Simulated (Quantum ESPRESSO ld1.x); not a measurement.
The numbers below are computed, except where a source is named.
Question: Zn, 30 electrons, occupied as [Ar] 3d10 4s1 4d1 (not the ground configuration). Code: ld1.x of Quantum ESPRESSO 7.5. Model: scalar-relativistic Kohn-Sham, revPBE, spin-unpolarised, spherical densities, point nucleus. Some entries of the table are withheld. Estimate them.

orbital,occ.,eigenvalue (eV),<1/r> (bohr^-1),<r^2> (bohr^2)
1s,2,(1),30.23,0.003404
2s,2,-1164.75,6.588,0.06033
2p,6,-1010.25,6.462,0.04819
3s,2,-135.755,2.088,0.5364
3p,6,-89.8835,1.932,0.6020
3d,10,-16.5144,1.519,1.076
4s,1,-10.7401,0.5370,6.766
4d,1,(2),0.1194,113.9

Answer: 
(1) 1s eigenvalue (eV): -9532.96
(2) 4d eigenvalue (eV): -0.7231
